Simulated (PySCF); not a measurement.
**[Ta(BH4)4]− at several levels of theory**

Computed with PySCF 2.14.0 (density fitting, no spin-orbit coupling) at the geometry relaxed with r2SCAN:

```xyz
21
[Ta(BH4)4]− (triplet)
Ta    0.0000    0.0000    0.0104
B     1.5387    1.5387    1.1884
H     1.9233    1.9233    2.2855
H     0.6793    0.6793    1.6415
H     2.4246    0.9797    0.5459
H     0.9797    2.4246    0.5459
B    -1.5387   -1.5387    1.1884
H    -1.9233   -1.9233    2.2855
H    -0.6793   -0.6793    1.6415
H    -2.4246   -0.9797    0.5459
H    -0.9797   -2.4246    0.5459
B     1.3449   -1.3449   -1.2885
H     2.1448   -2.1448   -1.7307
H     1.4162   -1.4162   -0.0088
H     0.1577   -1.5805   -1.5922
H     1.5805   -0.1577   -1.5922
B    -1.3449    1.3449   -1.2885
H    -2.1448    2.1448   -1.7307
H    -1.4162    1.4162   -0.0088
H    -0.1577    1.5805   -1.5922
H    -1.5805    0.1577   -1.5922
```

```tsv
level	basis	state	HOMO (eV)	gap (eV)	charge on Ta1 (e)	dipole about the centre of mass (D)	largest force component (eV/Å)
r2SCAN	Ta def2-SVP with ECP60, B def2-SVP, H def2-SVP	triplet	-0.09	1.18	0.53	1.40	0.04
CAM-B3LYP	the same	triplet	-2.17	5.32	0.51	1.42	0.19
wB97X	the same	triplet	-3.11	7.26	0.59	1.44	0.34
M06-L	the same	triplet	0.14	1.01	0.91	1.35	0.18
```

HOMO and gap are taken over both spins. Charges are Mulliken's, which hang on the basis. The relaxation used the grid (50, 194), these runs (75, 302) or, all-electron (x2c bases, spin-free X2C Hamiltonian), (99, 590).

(1) What does TPSSh with Ta def2-SVP with ECP60, B def2-SVP, H def2-SVP give here?

No frequency check is given that shows the relaxed geometry to be a minimum. Open shells may have lower solutions than the one found.

The highest filled level of some runs lies above zero, as often for anions with such functionals and bases.

## Answers

(1) state triplet, HOMO (eV) -0.33, gap (eV) 1.71, charge on Ta1 (e) 0.50, dipole about the centre of mass (D) 1.46, largest force component (eV/Å) 0.16. Time: 36 s on 4 threads of Arm Neoverse V2 (shared host), from an already converged density.
